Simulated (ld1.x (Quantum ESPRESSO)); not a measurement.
## An all-electron radial function and its pseudo partner (titanium (Ti))

Columns: radius, all-electron u(r) and pseudo u(r) of the 4s shell (level -10.35 eV) of titanium in the configuration [Ar] 3d2 4s1 4p0; PBE, scalar-relativistic, TM scheme, ld1.x (Quantum ESPRESSO) 7.5.

| r (bohr) | all-electron | pseudo |
| --- | --- | --- |
| 0.128 | -0.0857 | -0.0354 |
| 0.255 | -0.1636 | -0.0688 |
| 0.382 | -0.0110 | -0.0988 |
| 0.510 | 0.1633 | -0.1244 |
| 0.638 | 0.2686 | -0.1448 |
| 0.765 | 0.2934 | -0.1605 |
| 0.893 | 0.2549 | -0.1735 |
| 1.020 | 0.1760 | -0.1860 |
| 1.148 | 0.0752 | -0.2014 |
| 1.275 | -0.0321 | -0.2225 |
| 1.402 | -0.1374 | -0.2525 |
| 1.530 | -0.2360 | -0.2936 |
| 1.658 | -0.3239 | -0.3457 |
| 1.785 | -0.3993 | -0.4044 |
| 1.912 | -0.4626 | -0.4631 |
| 2.040 | -0.5146 | -0.5146 |
| 2.168 | -0.5555 | -0.5555 |
| 2.295 | -0.5860 | -0.5860 |
| 2.422 | -0.6075 | -0.6075 |
| 2.550 | -0.6211 | -0.6211 |
| 2.678 | -0.6276 | -0.6276 |
| 2.805 | -0.6280 | -0.6280 |
| 2.932 | -0.6231 | -0.6231 |
| 3.060 | -0.6136 | -0.6136 |
| 3.188 | -0.6004 | -0.6004 |
| 3.315 | -0.5841 | -0.5841 |

Problem. How many radial nodes do the two functions have?

Solution. The all-electron 4s function has n − l − 1 = 3 (the table is too coarse to show those close to the nucleus); the pseudo-wave has 0, since the states of the same l below it are removed with the core.

Problem. At about which radius was the pseudo-wave matched?

Solution. 2.10 bohr, where the columns begin to agree (steps of 0.13 bohr).

Problem. Where does each function peak?

Solution. Outermost all-electron maximum near 2.81 bohr, pseudo maximum near 2.81 bohr (to the table’s step).

Problem. Is the pseudo-wave norm-conserving?

Solution. Yes: the TM scheme keeps the norm inside the radius equal to the all-electron one, which fixes the energy derivative of the logarithmic derivative at the level.
